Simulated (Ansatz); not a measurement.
```json
{"atom": "Ni", "x (Å)": "0.0000", "y (Å)": "0.0000", "z (Å)": "0.0000"}
{"atom": "O", "x (Å)": "0.0000", "y (Å)": "0.0000", "z (Å)": "1.6271"}
```

Basis set: pcseg-2 (spherical functions). Charge 0, multiplicity 3.

Computed with Ansatz (development build ahead of 0.2.0); each method stands on the lowest determinant of its kind that the runs found.

**Question.** Give the atomization energy at this shape (free ground-state atoms in the same class of orbitals less the molecule, no zero-point energy) of triplet NiO by PBE (unrestricted), ROHF.

**Answer.**

| method | atomization energy |
| --- | --- |
| PBE (unrestricted) | 4.88 eV |
| ROHF | -1.08 eV |

Caution for ROHF: in another basis set an unrestricted determinant lies well below; the molecule lies well above its atoms at this level.

The shape needn't be a minimum at these levels.
